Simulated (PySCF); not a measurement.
Species: C5H7F3.
Cartesian coordinates in Å at the PBE0-D3(BJ)/def2-SVP level; atoms count from 1:
```
atom  x, y, z in Å
C1     0.5850   -1.3601   -0.2082
C2     0.4334    0.1162   -0.0157
C3    -0.7279    0.7635    0.1386
C4    -2.0694    0.1026    0.1439
F5    -2.3193   -0.5315   -1.0322
F6    -2.1553   -0.8448    1.1142
C7     1.7234    0.8785    0.0009
F8     1.5460    2.2190    0.1886
H9    -0.3802   -1.8727   -0.2695
H10    1.1584   -1.7992    0.6251
H11    1.1501   -1.5717   -1.1311
H12   -0.7102    1.8473    0.2721
H13   -2.8853    0.8258    0.3122
H14    2.2581    0.7210   -0.9546
H15    2.3723    0.4886    0.8075
```

The closed-shell ground state was solved at several levels (PySCF, density fitting, gas phase, non-relativistic).

| level | basis functions | HOMO (eV) | LUMO (eV) | gap (eV) | dipole (D) |
| --- | --- | --- | --- | --- | --- |
| wB97X-D/def2-SVPD | 225 | -9.64 | 1.18 | 10.82 | 1.56 |
| B97-2/pcSseg-1 | 171 | -7.48 | -0.58 | 6.90 | 1.53 |
| PBE0/pcSseg-1 | 171 | -7.73 | -0.52 | 7.21 | 1.54 |

Q: What might B3LYP/pcJ-1 (286 basis functions) give for the same quantities?

A: HOMO -7.49 eV, LUMO -0.73 eV, gap 6.76 eV, dipole 1.50 D.

Q: Over all these levels, which gives the widest orbital gap and which the narrowest?

A: wB97X-D/def2-SVPD (range-separated hybrid) has the widest, 10.82 eV, and B3LYP/pcJ-1 (global hybrid, 20 % exact exchange) the narrowest, 6.76 eV. Functional and basis both differ between the two, so the spread mixes both effects.

Q: How far do the dipole and the HOMO energy spread over the levels?

A: The dipole runs from 1.50 to 1.56 D (mean 1.53 D) and the HOMO from -9.64 to -7.48 eV.

One conformer stands for the species.
